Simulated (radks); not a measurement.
Question: The mean radii <r> (bohr) of the occupied orbitals of an atom or ion are listed with their occupations. All-electron calculation, non-relativistic Kohn-Sham, LDA (Slater exchange, Perdew-Wang correlation), spin-unpolarised, spherical densities, point nucleus. Program: a radial shooting solver on a logarithmic mesh with Libxc functionals.

orbital  occ.      <r>
1s          2  0.05116
2s          2   0.2264
2p          6   0.1959
3s          1   0.5629

Name the element and its charge.

Answer: Z = 30, zinc, charge +19: Zn19+ in [Ne] 3s1. The 1s radius gives Z: for a bare nucleus <r> = 1.5/Z, 0.05 bohr for Z = 30, and screening makes it slightly larger (0.05116 here). The occupations add up to 11, and the charge is Z minus that.
